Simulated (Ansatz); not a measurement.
A run on `C=[C]1[AlH][S]S1` with other settings.

```yaml
crystal:
  periodic: [false, false, false]
  atoms:
    - {symbol: C, position_ang: [-1.517007, 0.372902, 0.234480]}
    - {symbol: C, position_ang: [-0.201114, 0.276220, 0.049611]}
    - {symbol: Al, position_ang: [1.157761, -1.067971, -0.265541]}
    - {symbol: S, position_ang: [2.645973, 0.527354, -0.304240]}
    - {symbol: S, position_ang: [0.900339, 1.667562, 0.041946]}
    - {symbol: H, position_ang: [-2.133868, -0.519266, 0.227505]}
    - {symbol: H, position_ang: [-2.032059, 1.316432, 0.397293]}
    - {symbol: H, position_ang: [1.272076, -2.630132, -0.436854]}
basis:
  gaussian: {orbitals: cc-pVTZ}
hamiltonian: {xc: {name: HF}}
correlation: {method: ccsd, electrons: outside_noble_gas}
```

```sh
$ ansatz run in.yaml --threads 2 --pin off --events-out ev --progress --plain --max-ram 4352MiB
```

Output, abridged:

```
Functional definition: HF
1198 factors; integrals over basis functions are off by at most 1.7e-3 eV
mean field evaluation 1: about -30324.7755 eV, gradient 2.9e1 eV
mean field evaluation 2: about -30325.1694 eV, gradient 2.9e1 eV
mean field evaluation 4: about -30327.9814 eV, gradient 3.7e0 eV
mean field evaluation 8: about -30328.0692 eV, gradient 3.8e-1 eV
mean field evaluation 16: about -30328.0711 eV, gradient 1.6e-6 eV
mean field -30328.07114259 eV, -1114.5360573852 hartree, gradient 1.6e-6 eV, S^2 0.000000; 0 other end points of the search recorded, 0 dependent functions left out; unrestricted orbitals would lower it
17 core orbitals not correlated: weight in the atoms' cores, before any rotation towards them, 1.000 or more for the frozen orbitals, at most 0.000 for the correlated occupied ones
reference -30328.07114259 eV, -1114.5360573852 hartree; 13, 13 occupied and 174, 174 virtual orbitals, 1198 factors
second order -19.83983688 eV of doubles, -0.00000000 eV of singles
cycle   1  -20.31164956 eV  change   -4.7e-1 eV  update   1.1e-1
cycle   2  -20.90687457 eV  change   -6.0e-1 eV  update   3.5e-2
cycle   3  -21.03053363 eV  change   -1.2e-1 eV  update   1.8e-2
cycle   4  -21.02026882 eV  change    1.0e-2 eV  update   4.9e-3
cycle   5  -21.01992521 eV  change    3.4e-4 eV  update   2.5e-3
cycle   6  -21.02025886 eV  change   -3.3e-4 eV  update   8.0e-4
cycle   7  -21.01991870 eV  change    3.4e-4 eV  update   3.6e-4
cycle   8  -21.01991702 eV  change    1.7e-6 eV  update   1.3e-4
cycle   9  -21.01994130 eV  change   -2.4e-5 eV  update   4.8e-5
cycle  10  -21.01991233 eV  change    2.9e-5 eV  update   1.7e-5
Total energy: -30349.09105492 eV, -1115.3085249154 hartree
```

Run time 24 s (2 threads of an AMD EPYC 7R13 on a shared host); peak host memory 2.4 GiB.
